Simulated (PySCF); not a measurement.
## CH6AsGeN: core ionisation energies

Compound: CH6AsGeN.
Z-matrix (Å and degrees, PBE0-D3(BJ)/def2-SVP geometry), rows numbered from 1:
```
N 
C   1  1.2683
Ge  2  1.9717  1  126.35
As  3  2.4295  2  111.96  1   111.55
H   1  1.0279  2  111.29  3     1.95
H   2  1.1069  1  116.97  3   178.26
H   3  1.5422  2  110.77  1  -127.98
H   3  1.5442  2  107.11  1    -8.18
H   4  1.5264  3   91.78  2   -43.56
H   4  1.5271  3   91.47  2    48.53
```

The calculation used PySCF, delta-SCF UKS SCAN, pcX-2 on the ionised atom, pcseg-1 elsewhere, spin-free X2C. Vertical ΔSCF values, vacuum level as zero.

Question: What binding energy does each computed site have?

Answer: 
| atom(s) | environment | level | binding energy (eV) | count |
| --- | --- | --- | --- | --- |
| C2 | C=N carbon | C 1s | 291.59 | 1 |
| N1 | C=N nitrogen | N 1s | 404.64 | 1 |

Question: Express the binding energy of C 1s of C2 in atomic units and per mole.

Answer: 291.59 eV = 10.7157 Eh = 28134 kJ/mol.

Question: Which photon energy gives electrons from C 1s of C2 a kinetic energy of 50 eV, and what is their de Broglie wavelength?

Answer: hν = 291.59 + 50 = 341.59 eV, recoil neglected; λ = 12.264 Å/√(E/eV) = 1.73 Å.

Spin contamination (⟨S²⟩ against 0.75 for a pure doublet) is marked for C 1s of C2 (0.87), which makes this value less certain. No level of arsenic or germanium is listed. Isolated species at its PBE0-D3(BJ)/def2-SVP geometry (one conformer only).
